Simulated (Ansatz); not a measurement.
Gas-phase electronic energies from Ansatz, PBE0-D4/def2-TZVP geometries. CCSD(T)/CBS adds triple-zeta CCSD(T) − MP2 to the extrapolated MP2 energy (def2 sets, frozen cores). DFT in def2-TZVPP. B3LYP here is the variant with VWN-RPA as its local correlation; programs differ in this. For Br, Ga outer-core shells are correlated without core-valence functions, which leaves a few kJ/mol of doubt a bond. Scalar relativity is left out up to krypton. Each species was taken in one conformer, which may not be the lowest.

Reaction (cleavage of the Si–P bond): `OP([SiH3])[SiH3]` + `C[O][Ga]([OH])[Br]` → `C[O][Ga]([Br])[O][SiH3]` + `OP[SiH3]`

```json
{"level": "B3LYP", "ΔE (eV)": "-0.86"}
{"level": "MP2/def2-QZVPP", "ΔE (eV)": "-0.85"}
{"level": "SCS-MP2/def2-QZVPP", "ΔE (eV)": "-0.93"}
{"level": "CCSD/CBS(def2)", "ΔE (eV)": "-0.88"}
```

Problem. What does CCSD(T)/CBS give? (Best estimate.)

Solution. Ansatz gave: -0.82 eV. The listed levels differ from it by -0.04, -0.03, -0.11, -0.06 eV.

Largest T1 diagnostic among the species: 0.014.

In def2-TZVPP, CCSD(T) changes the Hartree–Fock value by +0.31 eV (the triples alone add +0.05 eV) and MP2 by +0.30 eV. The D4 term adds +0.04 eV with B3LYP and +0.02 eV with PBE0; it sums over pairs of atoms, weighted by their polarisabilities, and B3LYP, whose exchange is more repulsive, gets the larger term.
